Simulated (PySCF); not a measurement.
ClCs, charge +1, doublet, at a GFN2-xTB geometry (such geometries of metal compounds can be far from the true shape) (a state made from the parent by changing its charge; the spin is typed, not shown lowest) (all electrons, no relativity), with bond 2-1 at 1.3 times its length; R2SCAN/3-21G (PySCF).

The PySCF input:
```python
from pyscf import gto, scf, dft

mol = gto.M(
    atom='''
Cs   -0.000000   -0.000000   -0.811463
Cl    0.000000    0.000000    3.656356
''',
    basis='3-21g',
    charge=1,
    spin=1,
    verbose=4,
)

mf = dft.UKS(mol)
mf.xc = 'r2scan'
mf.conv_tol_grad = 1e-3
mf.kernel()
mf.analyze()
```

### Question
What does PySCF print? Leave out banner, timings and long lists.

### Answer

```
PySCF version 2.14.0

[INPUT] verbose = 4
[INPUT] num. atoms = 2
[INPUT] num. electrons = 71
[INPUT] charge = 1
[INPUT] spin (= nelec alpha-beta = 2S) = 1
[INPUT] symmetry False subgroup None
[INPUT] Mole.unit = angstrom
[INPUT] Symbol           X                Y                Z      unit          X                Y                Z       unit  Magmom
[INPUT]  1 Cs     0.000000000000   0.000000000000  -0.811463000000 AA    0.000000000000   0.000000000000  -1.533442830218 Bohr   0.0
[INPUT]  2 Cl     0.000000000000   0.000000000000   3.656356000000 AA    0.000000000000   0.000000000000   6.909511453910 Bohr   0.0

nuclear repulsion = 110.743226663882
number of shells = 22
number of NR pGTOs = 111
number of NR cGTOs = 48
basis = 3-21g
ecp = {}

******** <class 'pyscf.dft.uks.UKS'> ********
method = UKS
initial guess = minao
damping factor = 0
level_shift factor = 0
DIIS = <class 'pyscf.scf.diis.CDIIS'>
diis_start_cycle = 1
diis_space = 8
diis_damp = 0
SCF conv_tol = 1e-09
SCF conv_tol_grad = 0.001
SCF max_cycles = 50
direct_scf = True
direct_scf_tol = 1e-13
number electrons alpha = 36  beta = 35
XC library pyscf.dft.libxc version 7.1.2
    S. Lehtola, C. Steigemann, M. J. T. Oliveira, and M. A. L. Marques,  SoftwareX 7, 1–5 (2018)
XC functionals = r2scan
    J. W. Furness, A. D. Kaplan, J. Ning, J. P. Perdew, and J. Sun,  J. Phys. Chem. Lett. 11, 8208–8215 (2020)
    J. W. Furness, A. D. Kaplan, J. Ning, J. P. Perdew, and J. Sun,  J. Phys. Chem. Lett. 11, 9248–9248 (2020)
    J. W. Furness, A. D. Kaplan, J. Ning, J. P. Perdew, and J. Sun,  J. Phys. Chem. Lett. 11, 8208–8215 (2020)
    J. W. Furness, A. D. Kaplan, J. Ning, J. P. Perdew, and J. Sun,  J. Phys. Chem. Lett. 11, 9248–9248 (2020)
radial grids:
    Treutler-Ahlrichs [JCP 102, 346 (1995); DOI:10.1063/1.469408] (M4) radial grids

becke partition: Becke, JCP 88, 2547 (1988); DOI:10.1063/1.454033
pruning grids: <function nwchem_prune>
grids dens level: 3
symmetrized grids: False
atomic radii adjust function: <function treutler_atomic_radii_adjust>
small_rho_cutoff = 0
tot grids = 42592
init E= -7969.6421656658

cycle= 1 E= -7990.34458543609  delta_E= -20.7  |g|= 0.0795  |ddm|= 1.08
cycle= 2 E= -7990.34578068742  delta_E= -0.0012  |g|= 0.013  |ddm|= 0.155
cycle= 3 E= -7990.34585411573  delta_E= -7.34e-05  |g|= 0.00319  |ddm|= 0.0284
cycle= 4 E= -7990.3458596872  delta_E= -5.57e-06  |g|= 0.000599  |ddm|= 0.00642
cycle= 5 E= -7990.34585996106  delta_E= -2.74e-07  |g|= 0.000248  |ddm|= 0.00139
cycle= 6 E= -7990.34586000266  delta_E= -4.16e-08  |g|= 2.04e-05  |ddm|= 0.000498
cycle= 7 E= -7990.34586000673  delta_E= -4.07e-09  |g|= 9.1e-06  |ddm|= 0.000268
cycle= 8 E= -7990.34586001029  delta_E= -3.56e-09  |g|= 9.07e-06  |ddm|= 0.000249
cycle= 9 E= -7990.34586001205  delta_E= -1.76e-09  |g|= 9.06e-06  |ddm|= 0.000125
cycle= 10 E= -7990.34586001324  delta_E= -1.2e-09  |g|= 9.06e-06  |ddm|= 8.34e-05
cycle= 11 E= -7990.34586002901  delta_E= -1.58e-08  |g|= 9.01e-06  |ddm|= 0.00111
cycle= 12 E= -7990.34586002899  delta_E= 1.27e-11  |g|= 9.01e-06  |ddm|= 2.69e-07
Extra cycle  E= -7990.34586003242  delta_E= -3.43e-09  |g|= 9e-06  |ddm|= 0.000242
converged SCF energy = -7990.34586003242  <S^2> = 0.75027322  2S+1 = 2.0002732
**** SCF Summaries ****
Total Energy =                       -7990.345860032422934
Nuclear Repulsion Energy =             110.743226663882311
One-electron Energy =               -11173.356543555462849
Two-electron Energy =                 3072.267456859157392
Two-electron Coulomb Energy =         3286.626794577995497
DFT Exchange-Correlation Energy =     -214.359337718838106
**** MO energy ****
                             alpha | beta                alpha | beta
MO #1   energy= -1253.06251848804  | -1253.06251891174  occ= 1 | 1
MO #2   energy= -192.741514132918  | -192.741514254797  occ= 1 | 1
MO #3   energy= -181.504076730746  | -181.504077430231  occ= 1 | 1
MO #4   energy= -181.504060305798  | -181.504060425401  occ= 1 | 1
MO #5   energy= -181.504058730595  | -181.504058900875  occ= 1 | 1
MO #6   energy= -100.645511348227  | -100.63752353622   occ= 1 | 1
MO #7   energy= -40.4022231230585  | -40.4022233944095  occ= 1 | 1
MO #8   energy= -35.6068009898453  | -35.6068012076346  occ= 1 | 1
MO #9   energy= -35.6067948273749  | -35.6067950841852  occ= 1 | 1
MO #10  energy= -35.606771650466   | -35.606772302715   occ= 1 | 1
MO #11  energy= -26.6202611876167  | -26.6202613719922  occ= 1 | 1
MO #12  energy= -26.6202610160236  | -26.6202612004582  occ= 1 | 1
MO #13  energy= -26.6202412737684  | -26.6202417375833  occ= 1 | 1
MO #14  energy= -26.6202373749601  | -26.6202378654985  occ= 1 | 1
MO #15  energy= -26.6202318853757  | -26.6202324601968  occ= 1 | 1
MO #16  energy= -9.46031179507657  | -9.45458149413441  occ= 1 | 1
MO #17  energy= -7.8265765557375   | -7.82657744828843  occ= 1 | 1
MO #18  energy= -7.22867566223291  | -7.2082202033485   occ= 1 | 1
MO #19  energy= -7.20430935774359  | -7.20021661773835  occ= 1 | 1
MO #20  energy= -7.20371325471142  | -7.19963634874487  occ= 1 | 1
MO #21  energy= -6.08372641601755  | -6.08372697325962  occ= 1 | 1
MO #22  energy= -6.08370429410517  | -6.08370493557654  occ= 1 | 1
MO #23  energy= -6.08360388587121  | -6.083605409739    occ= 1 | 1
MO #24  energy= -3.07067120615348  | -3.07067183852556  occ= 1 | 1
MO #25  energy= -3.07067040799845  | -3.07067103970116  occ= 1 | 1
MO #26  energy= -3.07059028729564  | -3.07059182822997  occ= 1 | 1
MO #27  energy= -3.07057103078541  | -3.0705726566042   occ= 1 | 1
MO #28  energy= -3.07054764210859  | -3.07054953752911  occ= 1 | 1
MO #29  energy= -1.12161798840762  | -1.12162231617871  occ= 1 | 1
MO #30  energy= -0.923354742365845 | -0.864723064254359 occ= 1 | 1
MO #31  energy= -0.698014000162058 | -0.698017056594378 occ= 1 | 1
MO #32  energy= -0.697894091117983 | -0.69789651648756  occ= 1 | 1
MO #33  energy= -0.697446205102045 | -0.697428203777479 occ= 1 | 1
MO #34  energy= -0.503547954526305 | -0.428003235604221 occ= 1 | 1
MO #35  energy= -0.448247023507272 | -0.423782465712121 occ= 1 | 1
MO #36  energy= -0.4440647267743   | -0.39228250900754  occ= 1 | 0
MO #37  energy= -0.150547237912999 | -0.149963014112068 occ= 0 | 0
MO #38  energy= 0.0552107707763634 | 0.0561395165841352 occ= 0 | 0
MO #39  energy= 0.0645147010115395 | 0.0643912019512078 occ= 0 | 0
MO #40  energy= 0.064894268357989  | 0.0647445108845098 occ= 0 | 0
MO #41  energy= 0.0735385543318974 | 0.0742841069696565 occ= 0 | 0
MO #42  energy= 0.33132136537928   | 0.357986013053349  occ= 0 | 0
MO #43  energy= 0.413379639848827  | 0.456174661103803  occ= 0 | 0
MO #44  energy= 0.449747050820595  | 0.471974086973984  occ= 0 | 0

To work with the spin densities directly, `use mulliken_meta_spin()` only printing them here.

 ** Mulliken spin pop alpha/beta on meta-lowdin orthogonal AOs **
 ** Mulliken Spin Density (per AO)  **
spin_pop of  0 Cs 1s       -0.00000
spin_pop of  0 Cs 2s       -0.00000
spin_pop of  0 Cs 3s       -0.00000
spin_pop of  0 Cs 4s       -0.00000
spin_pop of  0 Cs 5s       -0.00000
spin_pop of  0 Cs 6s       -0.00079
spin_pop of  0 Cs 7s       -0.00002
spin_pop of  0 Cs 2px       0.00000
spin_pop of  0 Cs 2py       0.00000
spin_pop of  0 Cs 2pz      -0.00000
spin_pop of  0 Cs 3px       0.00000
spin_pop of  0 Cs 3py       0.00000
spin_pop of  0 Cs 3pz      -0.00000
spin_pop of  0 Cs 4px      -0.00000
spin_pop of  0 Cs 4py      -0.00000
spin_pop of  0 Cs 4pz      -0.00000
spin_pop of  0 Cs 5px       0.00000
spin_pop of  0 Cs 5py       0.00000
spin_pop of  0 Cs 5pz       0.00000
spin_pop of  0 Cs 6px       0.00000
spin_pop of  0 Cs 6py      -0.00000
spin_pop of  0 Cs 6pz      -0.00009
spin_pop of  0 Cs 7px       0.00000
spin_pop of  0 Cs 7py      -0.00000
spin_pop of  0 Cs 7pz      -0.00003
spin_pop of  0 Cs 3dxy      0.00000
spin_pop of  0 Cs 3dyz      0.00000
spin_pop of  0 Cs 3dz^2    -0.00000
spin_pop of  0 Cs 3dxz      0.00000
spin_pop of  0 Cs 3dx2-y2    0.00000
spin_pop of  0 Cs 4dxy     -0.00000
spin_pop of  0 Cs 4dyz     -0.00000
spin_pop of  0 Cs 4dz^2    -0.00000
spin_pop of  0 Cs 4dxz      0.00000
spin_pop of  0 Cs 4dx2-y2   -0.00000
spin_pop of  1 Cl 1s       -0.00000
spin_pop of  1 Cl 2s       -0.00000
spin_pop of  1 Cl 3s        0.00041
spin_pop of  1 Cl 4s       -0.00016
spin_pop of  1 Cl 2px       0.00005
spin_pop of  1 Cl 2py       0.00003
spin_pop of  1 Cl 2pz       0.00000
spin_pop of  1 Cl 3px       0.64344
spin_pop of  1 Cl 3py       0.35565
spin_pop of  1 Cl 3pz       0.00065
spin_pop of  1 Cl 4px       0.00051
spin_pop of  1 Cl 4py       0.00033
spin_pop of  1 Cl 4pz       0.00004
 ** Mulliken Spin Density (per atom)  **
spin density of  0 Cs =     -0.00094
spin density of  1 Cl =      1.00094
 ** Mulliken pop alpha/beta on meta-lowdin orthogonal AOs **
 ** Mulliken pop       alpha | beta **
In total            36.00000 | 35.00000
 ** Mulliken atomic charges   ( Nelec_alpha | Nelec_beta ) **
charge of  0Cs =      0.98691  (    27.00607     27.00702 )
charge of  1Cl =      0.01309  (     8.99393      7.99298 )

WARN: System has nonzero charge 1; the dipole moment is origin-dependent.
Location of origin: [0. 0. 0.]

Dipole moment(X, Y, Z, Debye):  0.00000, -0.00000, -3.72409
```
